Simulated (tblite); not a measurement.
C8H9N3.
Structure used (GFN2-xTB), in Å, numbered top down from 1:
```xyz
20
C8H9N3 angstrom
C      2.5407    0.5578   -0.6492
C      1.8043    0.2490    0.6571
C      0.4376   -0.2837    0.3758
C      0.0554   -1.5882    0.4877
C     -1.2538   -2.0029    0.1552
C     -2.1719   -1.0990   -0.2926
C     -1.7859    0.2458   -0.4005
C     -2.3548    1.4623   -0.7798
N     -1.4338    2.4153   -0.6525
N     -0.3247    1.9144   -0.2286
N     -0.4935    0.6062   -0.0622
H      2.6276   -0.3383   -1.2603
H      3.5383    0.9307   -0.4343
H      2.0003    1.3175   -1.2077
H      1.7093    1.1729    1.2311
H      2.3666   -0.4811    1.2406
H      0.7707   -2.3170    0.8338
H     -1.5148   -3.0445    0.2582
H     -3.1766   -1.3805   -0.5634
H     -3.3462    1.6740   -1.1214
```

Method: GFN2-xTB as coded in tblite; computed harmonic values from a numerical Hessian at the method's own geometry, unscaled. Errors from tens to a few hundred cm⁻¹ against measured bands are possible. One conformer, not necessarily the lowest.

Harmonic wavenumbers (cm⁻¹): 58.0, 109.4, 184.0, 199.6, 226.0, 273.6, 319.8, 445.7, 484.2, 512.5, 603.7, 614.1, 670.3, 689.3, 716.6, 792.2, 804.2, 814.1, 835.8, 878.4, 914.1, 948.7, 984.6, 1047.5, 1080.6, 1092.9, 1104.4, 1118.0, 1173.6, 1189.0, 1226.2, 1243.1, 1287.2, 1304.7, 1312.5, 1346.8, 1355.5, 1404.4, 1434.9, 1455.5, 1493.6, 1499.5, 1519.0, 1539.7, 1626.2, 2986.5, 2997.2, 3033.4, 3049.8, 3054.1, 3097.4, 3109.2, 3114.4, 3192.4.

A = 1642, B = 1282, C = 765.6 MHz; mass 147.080 u (most abundant isotopes); point group C1, symmetry number 1.

Zero-point energy?

½Σν̃ = 34784 cm⁻¹ = 99.45 kcal/mol.

What is S at 298.15 K and 1 bar for an ideal gas of classical rigid rotors and harmonic oscillators?

Translation 40.89, rotation 29.68, vibration 22.98: S = 93.6 cal/(mol K).

And Cp and H(298.15 K) − H(0)?

Cp = 37.10 cal/(mol K), of which vibrations give 29.15 (their classical limit is 54 R = 107.3); H(298.15 K) − H(0) = 6.27 kcal/mol without the zero-point energy, 3.90 from vibrations.

Which modes carry the vibrational entropy at 298.15 K?

58.0 cm⁻¹: 4.52; 109.4 cm⁻¹: 3.28; 184.0 cm⁻¹: 2.29; 199.6 cm⁻¹: 2.14; 226.0 cm⁻¹: 1.91; 273.6 cm⁻¹: 1.57 cal/(mol K); the other 48 give 7.27 together.

How do the functions run with temperature in this model?

| T (K) | S (cal/(mol K)) | Cp (cal/(mol K)) | H − H(0) (kcal/mol) | G − H(0) (kcal/mol) | ln q(vib) |
| --- | --- | --- | --- | --- | --- |
| 150 | 74.6 | 20.6 | 2.05 | -9.15 | 1.92 |
| 250 | 87.5 | 31.3 | 4.62 | -17.26 | 3.94 |
| 400 | 106.2 | 49.0 | 10.66 | -31.80 | 7.31 |
| 600 | 129.7 | 67.3 | 22.42 | -55.42 | 12.17 |
| 900 | 160.5 | 83.9 | 45.34 | -99.09 | 19.47 |

q(vib) and H(0) count from the zero-point level.

Hindered rotation and anharmonicity are outside this model. Other conformers, if any are populated, would add a mixing term that is left out. The structure is chiral; the term R ln 2 for an equal mix with its mirror image is left out.

On Arm Neoverse V2, one thread, no GPU, shared host with 96 logical CPUs at a one-minute load of 26, this took 0.67 s wall. The figure is for the frequency step alone.
